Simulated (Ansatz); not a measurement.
Cost and result for the atomization energy of `[BH2][SbH][SiH3]` (9 atoms, 8 bonds).

Z-matrix (Å, degrees):
```
Si
Sb 1 2.564
H 1 1.486 2 108.9
H 1 1.486 2 107.0 3 -118.2
H 1 1.486 2 113.7 3 121.3
B 2 2.199 1 89.7 3 -166.3
H 2 1.705 1 95.6 3 -69.7
H 6 1.193 2 121.6 1 123.3
H 6 1.195 2 118.2 1 -60.5
```

The species carries charge 0 and has multiplicity 1. Correlated methods include outer-core shells of Sb, which these sets cover unevenly. Sb: def2 effective core potential. The geometry is a stationary point of PBE0-D4/def2-TZVP. Program: Ansatz. All runs use 2 threads of an Arm Neoverse V1 on a shared host. Times are those of one run each, without the atoms' runs, and a repeat can differ threefold. Electronic energies, without spin–orbit coupling; frozen cores. CCSD(T)/CBS adds CCSD(T) − MP2 in def2-TZVPP to the MP2 limit, and its time is that of the two runs behind it. T1 = 0.015. With those shells the extrapolation isn't a true limit. B3LYP takes the VWN-RPA correlation (the form of Gaussian; ORCA's B3LYP/G).

CCSD(T)/CBS is a level of theory with its own doubt, some kJ/mol a heavy atom from the limit and from the frozen cores, so smaller differences don't rank the functionals.

| level | functions | wall time |
| --- | --- | --- |
| BLYP-D4/def2-TZVPP | 207 | 2.4 s |
| PBE-D4/def2-TZVPP (with forces) | 207 | 3.2 s |
| PBE0-D4/def2-TZVPP | 207 | 3.5 s |
| BHLYP-D4/def2-TZVPP | 207 | 3.5 s |
| CAM-B3LYP-D4/def2-TZVPP | 207 | 4.2 s |
| CCSD(T)/def2-SVP | 88 | 4.2 s |
| r2SCAN-D4/def2-TZVPP (with forces) | 207 | 6 s |
| B3LYP-D4/def2-TZVPP (with forces) | 207 | 6.5 s |
| PBE-QIDH/def2-TZVPP | 207 | 7.5 s |
| ωB97M-V/def2-TZVPP (with forces) | 207 | 16 s |
| MP2/def2-QZVPP | 389 | 24 s |
| CCSD(T)/def2-TZVPP | 207 | 110 s |
| CCSD(T)/CBS(def2) | – | 2.2 min |

(1) What atomization energy does each give, and how far from CCSD(T)/CBS? (Estimate.)

## Answers

(1) Computed: 
| level | atomization (kcal/mol) | difference from CCSD(T)/CBS | per bond |
| --- | --- | --- | --- |
| BLYP-D4/def2-TZVPP | 588.9 | -1.7 | -0.2 |
| PBE-D4/def2-TZVPP (with forces) | 588.1 | -2.5 | -0.3 |
| PBE0-D4/def2-TZVPP | 584.9 | -5.7 | -0.7 |
| BHLYP-D4/def2-TZVPP | 586.9 | -3.7 | -0.5 |
| CAM-B3LYP-D4/def2-TZVPP | 593.5 | 2.9 | 0.4 |
| CCSD(T)/def2-SVP | 546.0 | -44.6 | -5.6 |
| r2SCAN-D4/def2-TZVPP (with forces) | 590.2 | -0.4 | 0.0 |
| B3LYP-D4/def2-TZVPP (with forces) | 594.5 | 3.9 | 0.5 |
| PBE-QIDH/def2-TZVPP | 580.7 | -9.9 | -1.2 |
| ωB97M-V/def2-TZVPP (with forces) | 589.6 | -1.0 | -0.1 |
| MP2/def2-QZVPP | 575.6 | -15.0 | -1.9 |
| CCSD(T)/def2-TZVPP | 574.4 | -16.2 | -2.0 |
| CCSD(T)/CBS(def2) | 590.6 | 0.0 | 0.0 |

From PBE to PBE0 (25 % exact exchange), in def2-TZVPP and without D4, the atomization energy moves by −2.5 kcal/mol: exact exchange takes away binding that semilocal exchange gives to molecules. At CCSD(T), def2-SVP lies −44.6 kcal/mol from the extrapolated value and def2-TZVPP −16.2 kcal/mol: correlation converges slowly with the basis, and small sets miss more of it in the bonded molecule than in its fragments. In def2-TZVPP, CCSD(T) changes the Hartree–Fock value by +136.8 kcal/mol (the triples alone add +6.6 kcal/mol) and MP2 by +128.4 kcal/mol; breaking electron pairs costs correlation energy, which Hartree–Fock lacks.
